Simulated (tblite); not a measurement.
Species: C₇H₇OS (charge +1).
Structure used (GFN2-xTB), in Å, numbered top down from 1:
```
atom  x, y, z in Å
C1    -1.7682   -0.4929   -1.4879
C2    -1.2629    0.6921   -1.1734
C3    -0.3509    0.9777   -0.0629
C4    -0.2843    2.2025    0.4824
C5     0.5015   -0.0834    0.4451
C6     1.0127   -1.1692   -0.2110
O7     1.7989   -1.9465    0.5283
C8     1.9323   -1.5365    1.7448
S9     1.0873   -0.1229    2.0926
H10   -2.4706   -0.5912   -2.2961
H11   -1.5423   -1.3977   -0.9487
H12   -1.5780    1.5692   -1.7195
H13    0.3745    2.4370    1.3021
H14   -0.8863    3.0094    0.1037
H15    0.8823   -1.4445   -1.2435
H16    2.5464   -2.0944    2.4327
```

Calculated harmonic vibrations of the isolated species, GFN2-xTB (tblite), most abundant isotopes, no scaling. The method is semi-empirical: single wavenumbers can be off by several per cent or more. One conformer, not necessarily the lowest.

Harmonic wavenumbers (cm⁻¹): 51.5, 113.7, 136.7, 175.3, 244.7, 356.4, 427.7, 450.0, 497.4, 561.7, 577.6, 675.6, 693.7, 729.0, 737.3, 739.5, 801.6, 886.8, 895.3, 906.9, 915.1, 988.1, 1012.4, 1057.5, 1072.0, 1123.2, 1216.0, 1266.7, 1280.2, 1319.5, 1379.8, 1402.9, 1488.2, 1600.8, 1670.9, 3087.0, 3106.2, 3109.2, 3110.9, 3133.8, 3149.2, 3150.6.

A = 2538, B = 1142, C = 837.5 MHz; mass 139.022 u (most abundant isotopes); point group C1, symmetry number 1.

Task: What is the zero-point energy?

Result: Half the sum of the wavenumbers: 25649 cm⁻¹ = 306.83 kJ/mol.

Task: Give the ideal-gas entropy at 350 K and 1 bar in the rigid-rotor, harmonic-oscillator model (classical rotation).

Result: Translation 173.73, rotation 124.48, vibration 112.48: S = 410.7 J/(mol K).

Task: And Cp and H(350 K) − H(0)?

Result: Cp = 165.48 J/(mol K), of which vibrations give 132.22 (their classical limit is 42 R = 349.2); H(350 K) − H(0) = 33.30 kJ/mol without the zero-point energy, 21.66 from vibrations.

Task: How do the functions run with temperature in this model?

Result: 
| T (K) | S (J/(mol K)) | Cp (J/(mol K)) | H − H(0) (kJ/mol) | G − H(0) (kJ/mol) | ln q(vib) |
| --- | --- | --- | --- | --- | --- |
| 150 | 310.6 | 82.8 | 8.51 | -38.08 | 2.06 |
| 250 | 362.3 | 124.0 | 18.79 | -71.77 | 4.01 |
| 298.15 | 385.9 | 144.5 | 25.26 | -89.78 | 4.99 |
| 400 | 434.0 | 183.9 | 42.05 | -131.56 | 7.16 |
| 600 | 520.0 | 239.4 | 84.82 | -227.16 | 11.51 |
| 900 | 627.1 | 287.8 | 164.60 | -399.82 | 17.79 |

q(vib) and H(0) count from the zero-point level.

Task: What must be added to the electronic energy to get the Gibbs energy at 350 K and 1 bar?

Result: ZPE + [H(350 K) − H(0)] − T·S = 306.83 + 33.30 − 143.74 = 196.39 kJ/mol.

Task: Which modes carry the vibrational entropy at 350 K?

Result: 51.5 cm⁻¹: 21.24; 113.7 cm⁻¹: 14.71; 136.7 cm⁻¹: 13.22; 175.3 cm⁻¹: 11.22; 244.7 cm⁻¹: 8.61; 356.4 cm⁻¹: 5.84 J/(mol K); the other 36 give 37.65 together.

Hindered rotation and anharmonicity are outside this model. Other conformers, if any are populated, would add a mixing term that is left out. The structure is chiral; the term R ln 2 for an equal mix with its mirror image is left out.

Hardware: Arm Neoverse V2, one thread, on a shared host. Cost: 0.49 s wall. The figure is for the frequency step alone.
